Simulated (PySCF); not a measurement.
**Working out the ionisation energy of Re**

Re [Xe] 4f14 5d5 6s2 (6S) → Re⁺ [Xe] 4f14 5d5 6s1 (7S). All numbers are calculated (PySCF 2.14, scalar relativity through the core potential, in def2-QZVPPD with the def2 core potential (60 electrons) (7s6p4d4f2g, 91 functions)). Frozen: 5s2 5p6. Energies in hartree (1 hartree = 27.21139 eV):

```csv
part,Re (lower),Re⁺ (upper)
UHF,-77.535322,-77.318293
CCSD correlation,-0.138761,-0.084180
(T),-0.006487,-0.001796
```

Question: What does Hartree-Fock give?

Answer: (-77.318293) − (-77.535322) = 0.217029 hartree = 5.906 eV.

Question: What do CCSD and CCSD(T) give?

Answer: The CCSD correlation energies differ by 0.054581 hartree = 1.485 eV and the triples by 0.004691 hartree = 0.128 eV, so CCSD gives 7.391 eV and CCSD(T) 7.519 eV.

Measured between the centres of the two terms (NIST): 7.834 eV, so CCSD(T) (valence) is off by -0.315 eV.

What remains against the reference includes basis incompleteness, the frozen core and higher excitations.
